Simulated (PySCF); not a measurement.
**Continuum solvent and chemical shifts**

Molfile (atoms numbered from 1):
```
C7H13NP
     RDKit          3D

 22 22  0  0  0  0  0  0  0  0999 V2000
    4.6341   -0.6014   -0.7150 C   0  0  0  0  0  0  0  0  0  0  0  0
    3.3771    0.2067   -0.7941 C   0  0  0  0  0  0  0  0  0  0  0  0
    2.1299   -0.2687   -0.5197 C   0  0  0  0  0  0  0  0  0  0  0  0
    0.5374    0.5372   -0.5638 P   0  0  0  0  0  0  0  0  0  0  0  0
   -0.4738   -0.8638   -0.0427 N   0  0  0  0  0  0  0  0  0  0  0  0
   -1.1963   -0.7377    1.2012 C   0  0  0  0  0  0  0  0  0  0  0  0
   -2.5689   -0.1282    0.8332 C   0  0  0  0  0  0  0  0  0  0  0  0
   -2.7742   -0.5644   -0.6331 C   0  0  0  0  0  0  0  0  0  0  0  0
   -1.4768   -1.3430   -0.9643 C   0  0  0  0  0  0  0  0  0  0  0  0
    5.3751   -0.2041    0.0127 H   0  0  0  0  0  0  0  0  0  0  0  0
    4.4097   -1.6368   -0.4042 H   0  0  0  0  0  0  0  0  0  0  0  0
    5.1814   -0.6705   -1.6805 H   0  0  0  0  0  0  0  0  0  0  0  0
    3.4958    1.2573   -1.0978 H   0  0  0  0  0  0  0  0  0  0  0  0
    2.0539   -1.3274   -0.2171 H   0  0  0  0  0  0  0  0  0  0  0  0
   -1.3578   -1.7388    1.6635 H   0  0  0  0  0  0  0  0  0  0  0  0
   -0.6237   -0.1240    1.9108 H   0  0  0  0  0  0  0  0  0  0  0  0
   -3.3833   -0.4589    1.5006 H   0  0  0  0  0  0  0  0  0  0  0  0
   -2.5072    0.9692    0.9012 H   0  0  0  0  0  0  0  0  0  0  0  0
   -2.8572    0.3161   -1.2893 H   0  0  0  0  0  0  0  0  0  0  0  0
   -3.6844   -1.1716   -0.7764 H   0  0  0  0  0  0  0  0  0  0  0  0
   -1.1362   -1.2011   -1.9994 H   0  0  0  0  0  0  0  0  0  0  0  0
   -1.6623   -2.4306   -0.8102 H   0  0  0  0  0  0  0  0  0  0  0  0
  1  2  1  0
  2  3  2  0
  3  4  1  0
  4  5  1  0
  5  6  1  0
  6  7  1  0
  7  8  1  0
  8  9  1  0
  9  5  1  0
  1 10  1  0
  1 11  1  0
  1 12  1  0
  2 13  1  0
  3 14  1  0
  6 15  1  0
  6 16  1  0
  7 17  1  0
  7 18  1  0
  8 19  1  0
  8 20  1  0
  9 21  1  0
  9 22  1  0
M  CHG  1   4  -1
M  END
```

GIAO PBE0/pcSseg-1 in PySCF 2.14.0 with density-fitted response routines on one PBE0-D3(BJ)/def2-SVP conformer, non-relativistic, equivalent nuclei averaged. Solvents enter as an IEF-PCM continuum (dichloromethane with ε = 8.9) around the gas-phase geometry. Shifts are referred to TMS computed in the same medium.

Gas phase, δ in ppm: C3 178.1, C2 84.3, C6/C9 66.5, C1 26.3, C7/C8 25.4, H14 7.93, H13 3.36, H15/H16/H21/H22 3.02, H10/H11/H12 1.81, H17/H18/H19/H20 1.04. Dipole moment 4.48 D.

(1) How does each δ change in the continuum?

(2) Which of the listed nuclei move most (in ppm), and what does the model miss? (N and O are left out, as their reference compounds move with the solvent too.)

## Answers

(1) 
| atoms | environment | Δδ, dichloromethane |
| --- | --- | --- |
| C3 | alkene CH | -5.0 |
| C2 | alkene CH | +10.1 |
| C6/C9 | sp3 CH2 bonded to N | -0.1 |
| C1 | allylic methyl carbon | -1.0 |
| C7/C8 | sp3 CH2 in a ring | +0.6 |
| H14 | hydrogen on an alkene CH | -0.37 |
| H13 | hydrogen on an alkene CH | +0.57 |
| H15/H16/H21/H22 | hydrogen on an sp3 CH2 bonded to N | -0.08 |
| H10/H11/H12 | hydrogen on an allylic methyl carbon | +0.07 |
| H17/H18/H19/H20 | hydrogen on an sp3 CH2 in a ring | +0.23 |

Changes are relative to the gas phase. The dipole moment becomes 5.32 D in dichloromethane.

(2) C2 (alkene CH, +10.1 ppm) in dichloromethane. A continuum only polarises the solute; specific hydrogen bonds, the anisotropy of aromatic solvents and changes of geometry or conformer are outside it, as are counter-ions.
